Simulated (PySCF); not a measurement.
**Polarisability and C₆ of Cl²⁺ (chlorine, charge +2)**

[Ne] 3s2 3p3, high-spin 4S determinant. Computed with PySCF 2.14 in def2-QZVPPD (10s7p5d2f1g, 79 functions), with no relativity, point nucleus. Coupled (time-dependent) response in atomic units; α is the mean over directions.

| method | mean α (bohr³) | C₆ (like pair) | S(−4) |
| --- | --- | --- | --- |
| UHF | 5.979 | 21.27 | 11.55 |
| PBE | 5.872 | 20.91 | 10.19 |
| PBE0 | 5.862 | 20.85 | 10.27 |
| r2SCANh | 5.920 | 21.57 | 10.45 |
| wB97M-V | 5.957 | 21.25 | 10.56 |

S(−4) is the Cauchy moment in α(ω) = α(0) + S(−4) ω² + …

α(iu) at PBE0:

```tsv
u (hartree)	α(iu) (bohr³)
0	5.862
0.0500	5.837
0.100	5.762
0.200	5.486
0.300	5.090
0.500	4.167
0.750	3.111
1.00	2.319
1.50	1.373
2.00	0.8965
3.00	0.4745
5.00	0.2123
```

A single London oscillator, α(iu) = α/(1 + u²/ω²), gives C₆ = (3/4) ω α². Matching the computed C₆ needs ω = 4 × 20.85 / (3 × 5.862²) = 0.809 hartree.

For an ion, C₆ is the dispersion term alone; charge-induced terms of lower order in 1/R come first.
